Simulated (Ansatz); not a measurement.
Ansatz (a program for electronic structure) job for FeBr2, SMILES [Br][Fe][Br] (connectivity only; charge and spin as stated), neutral, multiplicity 5, PBE/def2-TZVPD. Coordinates come from a PBE0-D3(BJ)/def2-SVP optimisation. The spin state was assumed, not searched.

Ansatz 0.2 input:
```yaml
crystal:
  periodic: [false, false, false]
  atoms:
    - {symbol: Fe, position_ang: [0.00000000, 0.00000000, 0.00000000]}
    - {symbol: Br, position_ang: [0.00000000, 0.00000000, -2.28948312]}
    - {symbol: Br, position_ang: [0.00000000, 0.00000000, 2.28948312]}
basis:
  gaussian:
    orbitals: def2-TZVPD
hamiltonian:
  xc: {name: PBE}
magnetization: {spin_polarized: true, initial_magnetization: 4}
```

Program output:

```
WARN ansatz: RAYON_NUM_THREADS=2 ignored (pool sized by the plan → 2); use --threads N
Functional definition: PBE
integrals: 0.11 GiB planned
1302 factors; their error is unknown
mean field: 0.79 GiB planned
mean field evaluation 1: about -174390.1050 eV, gradient 1.6e2 eV
mean field evaluation 2: about -173820.5799 eV, gradient 3.5e2 eV
mean field evaluation 4: about -174448.2173 eV, gradient 3.8e1 eV
mean field evaluation 8: about -174456.1214 eV, gradient 4.2e-1 eV
mean field evaluation 16: about -174456.1060 eV, gradient 2.5e-3 eV
mean field evaluation 32: about -174452.8226 eV, gradient 9.0e0 eV
mean field evaluation 64: about -174455.1636 eV, gradient 1.0e1 eV
mean field evaluation 96: about -174455.5071 eV, gradient 4.7e-1 eV
mean field evaluation 128: about -174453.5319 eV, gradient 3.2e0 eV
mean field -174456.10602314 eV, -6411.1436457547 hartree, gradient 4.5e-6 eV, S^2 6.009917; 12 other end points of the search recorded, 0 dependent functions left out
reference -174456.10607938 eV, -6411.1436478214 hartree; 50, 46 occupied and 112, 116 virtual orbitals, 1302 factors
Total energy: -174456.10607938 eV, -6411.1436478214 hartree
```

Self-consistency was reached.

Cost: very roughly 70 core-seconds.
